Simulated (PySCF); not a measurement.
C₄H₆F₄Si.
Geometry (GFN2-xTB, Å), atoms numbered from 1 in this order:
```xyz
15
C4H6F4Si angstrom
C     -1.7284   -1.1228    0.4531
C     -0.3333   -1.1035   -0.0540
C      0.4429   -0.0242   -0.1678
C      1.8507   -0.1383   -0.7011
F      2.1783   -1.4289   -1.0212
Si    -0.0762    1.7048    0.2962
F     -0.4714    1.9279    1.8186
F      1.0933    2.7481    0.0353
F     -1.3171    2.2953   -0.5006
H     -2.3919   -1.5234   -0.3126
H     -1.7955   -1.7823    1.3177
H     -2.0737   -0.1319    0.7368
H      0.0637   -2.0659   -0.3518
H      1.9732    0.4552   -1.6144
H      2.5810    0.1978    0.0439
```

The calculation used TDDFT wB97X-D/def2-SVPD, vertical, gas phase, core orbitals frozen in the response (PySCF 2.14.0, density-fitted response routines).

Transition dipole moments from the ground state, in atomic units and in the frame of the coordinates above (overall signs are arbitrary), for the states with f of 0.002 or more among the lowest 8:

```json
{"state": "S1", "E (hartree)": "0.2476", "μx": "-0.940", "μy": "-1.139", "μz": "0.164"}
{"state": "S3", "E (hartree)": "0.2785", "μx": "0.050", "μy": "-0.026", "μz": "0.144"}
{"state": "S8", "E (hartree)": "0.3274", "μx": "0.241", "μy": "-0.285", "μz": "-0.134"}
```

Question: What oscillator strength does each state have?

Answer: f = (2/3) ΔE |μ|² with ΔE in hartree (27.2114 eV).

```json
{"state": "S1", "|μ|² (au)": "2.206", "|μ| (D)": "3.78", "f": "0.364"}
{"state": "S3", "|μ|² (au)": "0.024", "|μ| (D)": "0.39", "f": "0.004"}
{"state": "S8", "|μ|² (au)": "0.157", "|μ| (D)": "1.01", "f": "0.034"}
```

Question: What is the point group, and which symmetry does each of these states have?

Answer: Cs. From a totally symmetric ground state, an allowed state transforms like the component of the dipole operator along its μ. Polarised normal to the mirror plane, so A″: S3. Polarised in the mirror plane, so A′: S1 and S8.

Question: Which bond between heavy atoms lies closest to the direction of the S1 transition dipole?

Answer: C2–C3, at 4° from it; next Si6–F8 at 9°.

Question: What angle do the transition dipoles of S1 and S8 make?

Answer: |cos θ| = |μa·μb| / (|μa| |μb|) = 0.13, so θ ≈ 83° (taken between 0 and 90°, since the signs are arbitrary).

Question: What peak molar absorption coefficient would the strongest computed level give as a lone Gaussian band 0.5 eV wide at half height?

Answer: ε(max) = 2.175×10⁸ f / FWHM, with the width in cm⁻¹. S1: 2.175×10⁸ × 0.3642 / 4033 ≈ 20000 L mol⁻¹ cm⁻¹.

On an Arm Neoverse N1 with one thread, on a shared host, this took 1.8 min wall.

One conformer stands for the species.
